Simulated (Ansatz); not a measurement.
One change: `OBCCl` becomes `BCCBO`.

Ansatz, PBE0-D4/def2-TZVP geometries, multiplicity 1. Each molecule was computed in one conformer, which needn't be the lowest.

```tsv
property	`OBCCl`
HOMO energy (ωB97M-V/def2-TZVPP) / eV	-10.84
HOMO energy (B3LYP/def2-TZVPP) / eV	-8.32
HOMO–LUMO gap (PBE/def2-TZVPP) / eV	5.93
size of the dipole moment (B3LYP/def2-TZVPP) / D	1.14
size of the dipole moment (PBE/def2-TZVPP) / D	1.04
LUMO energy (B3LYP/def2-TZVPP) / eV	-0.45
```

(1) Give the same properties after the change, and the shifts. (Estimate.)

## Answers

(1) Ansatz gave: 
```
                                        property  `BCCBO`  shift
           HOMO energy (ωB97M-V/def2-TZVPP) / eV   -10.43   0.41
             HOMO energy (B3LYP/def2-TZVPP) / eV    -7.93   0.39
             HOMO–LUMO gap (PBE/def2-TZVPP) / eV     4.39  -1.54
size of the dipole moment (B3LYP/def2-TZVPP) / D     1.35   0.21
  size of the dipole moment (PBE/def2-TZVPP) / D     1.33   0.29
             LUMO energy (B3LYP/def2-TZVPP) / eV    -1.55  -1.10
```

With PBE0 the HOMO rises by 0.44 eV and the LUMO falls by 1.11 eV, so the gap narrows by about 1.55 eV. PBE moves the HOMO by 0.42 eV and ωB97M-V by 0.41 eV. Dipoles are sizes alone; their direction can turn.

B3LYP here is the variant with VWN-RPA as its local correlation; programs differ in this.
